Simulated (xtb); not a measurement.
Ge(AsH2)(F)3 (AsF3GeH2), SMILES [AsH2][Ge]([F])([F])[F]. All values are semi-empirical tight-binding results from xtb (GFN2-xTB unless named), good for trends rather than for accurate numbers. The structure is a stationary point at GFN2-xTB. This is a generated structure with no PubChem entry under its InChIKey; it may be hypothetical.

A frequency run showed that this geometry is not a minimum.

For metal compounds this method's bond lengths and energies can be far off.

Computed properties:
| Item | Result |
|---|---|
| orbital gap | 4.97 eV |
